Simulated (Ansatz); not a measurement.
The same path of CH3OSSb (7 atoms, charge 0, multiplicity 1) was run 3 times with different band settings.

These are results of UKS B3LYP/def2-SVP in Ansatz 0.2.0, not measurements.

Relaxed end points:

```xyz
7
Properties=species:S:1:pos:R:3
O -0.047 -2.111 0.135
C 0.194 -0.952 0.284
S 1.843 -0.416 0.828
Sb -1.468 0.575 0.020
H 1.601 0.912 0.757
H -0.400 1.847 -0.455
H -1.661 0.078 -1.616
```

```xyz
7
Properties=species:S:1:pos:R:3
O 0.206 -1.798 0.250
C 0.180 -0.604 0.295
S 1.589 0.424 0.768
Sb -1.727 0.550 -0.106
H 2.420 -0.617 1.036
H -0.886 1.986 -0.556
H -1.720 -0.010 -1.733
```

Common settings: movable images 7; start path through a guess of the saddle point; force threshold 0.05 eV/Å; end points relaxed.

| run | climbing image | spring | optimiser | iteration limit |
| --- | --- | --- | --- | --- |
| 1 | yes | 5.0 eV/Å² | quadratic models (default) | 52 |
| 2 | yes | 50.0 eV/Å² | quadratic models (default) | 44 |
| 3 | from the first iteration | 5.0 eV/Å² | fire | 31 |

(1) What does each run give, and how far can it be trusted?

Answers

(1) Run 1: converged after 50 iterations, highest image 0.313 eV above the first end. A vibrational analysis at the climbing image gives one clearly imaginary mode, 333i cm⁻¹: a first-order saddle point.
Run 2: not converged after 44 iterations, highest image 0.314 eV above the first end. The band didn't meet its force threshold, so its energies are provisional: the largest band force was still 0.07 eV/Å, and over the last iterations the top stayed at 0.32 eV.
Run 3: not converged after 31 iterations, highest image 0.417 eV above the first end. The band didn't meet its force threshold, so its energies are provisional: the largest band force was still 0.45 eV/Å, and over the last iterations the top stayed at 0.42 eV.
